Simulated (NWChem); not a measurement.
System: AlHIF; SMILES [F][AlH][I]

Parts of the log:

```
             Northwest Computational Chemistry Package (NWChem) 7.3.0
             --------------------------------------------------------

                             Geometry "geometry" -> ""
                             -------------------------

 Output coordinates in angstroms (scale by  1.889725989 to convert to a.u.)

  No.       Tag          Charge          X              Y              Z
 ---- ---------------- ---------- -------------- -------------- --------------
    1 Al                  13.0000     0.53808700     1.54933000     0.00000000
    2 F                    9.0000    -0.67319400     2.68581600     0.00000000
    3 H                    1.0000     2.03148700     2.02960800     0.00000000
    4 I                   53.0000    -0.11122900    -0.81587500     0.00000000

 Effective nuclear repulsion energy (a.u.)     271.0726943019

                                 NWChem DFT Module
                                 -----------------

 Summary of "ao basis" -> "ao basis" (spherical)
 ------------------------------------------------------------------------------
       Tag                 Description            Shells   Functions and Types
 ---------------- ------------------------------  ------  ---------------------
 Al                        def2-svpd                10       24   5s3p2d
 F                         def2-svpd                 9       23   4s3p2d
 H                         def2-svpd                 4        8   2s2p
 I                         def2-svpd                13       35   5s5p3d

            General Information
            -------------------
          SCF calculation type: DFT
          Wavefunction type:  closed shell.
          No. of atoms     :     4
          No. of electrons :    48
           Alpha electrons :    24
            Beta electrons :    24
          Charge           :     0
          Spin multiplicity:     1
          Use of symmetry is: off; symmetry adaption is: off
          Maximum number of iterations: 150
          AO basis - number of functions:    90
                     number of shells:    36
          Convergence on energy requested:  1.00D-06
          Convergence on density requested:  1.00D-05
          Convergence on gradient requested:  5.00D-04

              XC Information
              --------------
          PerdewBurkeErnzerhof Exchange Functional  1.000
            Perdew 1991 LDA Correlation Functional  1.000 local
           PerdewBurkeErnz. Correlation Functional  1.000 non-local

             Grid Information
             ----------------
          Grid used for XC integration:  medium
          Radial quadrature: Mura-Knowles
          Angular quadrature: Lebedev.
          Tag              B.-S. Rad. Rad. Pts. Rad. Cut. Ang. Pts.
          ---              ---------- --------- --------- ---------
          Al                  1.25       88          13.0       590
          F                   0.50       49          13.0       434
          H                   0.35       45          13.0       434
          I                   1.40      123          13.0       590
          Grid pruning is: on
          Number of quadrature shells:   305
          Spatial weights used:  Erf1

      Superposition of Atomic Density Guess
      -------------------------------------

 Sum of atomic energies:        -688.71482952

      Non-variational initial energy
      ------------------------------

 Total energy =    -638.506090
 1-e energy   =   -1293.868786
 2-e energy   =     504.584560
 HOMO         =      -0.362883
 LUMO         =      -0.005892

   convergence    iter        energy       DeltaE   RMS-Dens  Diis-err
 ---------------- ----- ----------------- --------- --------- ---------
 d= 0,ls=0.0,diis     1   -640.2233932467 -7.91D+02  2.09D-02  6.48D-01
 d= 0,ls=0.0,diis     2   -639.8274384186  3.96D-01  1.26D-02  5.10D+00
 d= 0,ls=0.0,diis     3   -640.3011839923 -4.74D-01  3.42D-03  2.39D-02
 d= 0,ls=0.0,diis     4   -640.3004957503  6.88D-04  1.90D-03  2.58D-02
 d= 0,ls=0.0,diis     5   -640.3056092645 -5.11D-03  2.03D-04  2.00D-04
  Resetting Diis
 d= 0,ls=0.0,diis     6   -640.3056360309 -2.68D-05  4.98D-05  1.44D-05
 d= 0,ls=0.0,diis     7   -640.3056376807 -1.65D-06  2.18D-05  6.78D-07
 d= 0,ls=0.0,diis     8   -640.3056376331  4.76D-08  1.03D-05  1.24D-06
 d= 0,ls=0.0,diis     9   -640.3056377900 -1.57D-07  2.34D-06  1.05D-07

         Total DFT energy =     -640.305637789954
      One electron energy =    -1295.369635717111
           Coulomb energy =      555.764933338411
    Exchange-Corr. energy =      -51.479071385584
 Nuclear repulsion energy =      150.778135974330

 Numeric. integr. density =       47.999993353597

                       DFT Final Molecular Orbital Analysis
                       ------------------------------------

[...]

 DFT Linear Response polarizability / au
 Frequency  =       0.0000000 / au
              X              Y              Z
 -----------------------------------------------
 X      59.6479667      7.4529895     -0.0000014
 Y       7.4529846     77.1054579     -0.0000016
 Z      -0.0000014     -0.0000016     53.5272586
 -----------------------------------------------
 Eigenvalues =      56.8989924     79.8544322     53.5272586
 Isotropic   =      63.4268944
 Anisotropic =      24.8137147
 -----------------------------------------------

 Magnetic Dipole Response Matrix (nonzero elements):

 Exiting AOResponse driver routine
```

Level: PBE/def2-SVPD with def2 effective core potentials on I. Structure relaxed at the PBE0/def2-SVP level. No frequency run checked for a minimum. def2 effective core potentials on I; no spin-orbit coupling.

Q: Which NWChem input produces such a log?

A: This is not unique; one that fits is the input that was run:
```
start job
memory heap 200 mb stack 900 mb global 1100 mb
geometry units angstroms noautosym nocenter noautoz
  Al     0.538087     1.549330     0.000000
  F     -0.673194     2.685816     0.000000
  H      2.031487     2.029608     0.000000
  I     -0.111229    -0.815875     0.000000
end
basis spherical
  * library def2-svpd
end
ecp
  I library def2-ecp
end
dft
  xc xpbe96 cpbe96
  iterations 150
end
property
  response 1 0.0
end
task dft property
```
